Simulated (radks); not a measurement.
Q: The mean radii <r> (bohr) of the occupied orbitals of an atom or ion are listed with their occupations. Calculated with a radial shooting solver on a logarithmic mesh with Libxc functionals: non-relativistic Kohn-Sham, LDA (Slater exchange, Perdew-Wang correlation), spin-polarised, spherical densities, point nucleus.

| orbital | occ. | <r> |
|---|---|---|
| 1s | 2 | 0.02870 |
| 2s | 2 | 0.1236 |
| 2p | 6 | 0.1052 |
| 3s | 2 | 0.3284 |
| 3p | 6 | 0.3186 |
| 3d | 10 | 0.2890 |
| 4s | 2 | 0.7688 |
| 4p | 6 | 0.8024 |
| 4d | 10 | 0.9031 |
| 5s | 2 | 1.796 |

Name the element and its charge. Open shells, if any, are filled with parallel spins first.

A: Z = 53, iodine, charge +5: I5+ in [Kr] 4d10 5s2. The 1s radius gives Z: for a bare nucleus <r> = 1.5/Z, 0.0283 bohr for Z = 53, and screening makes it slightly larger (0.02870 here). The occupations add up to 48, and the charge is Z minus that.
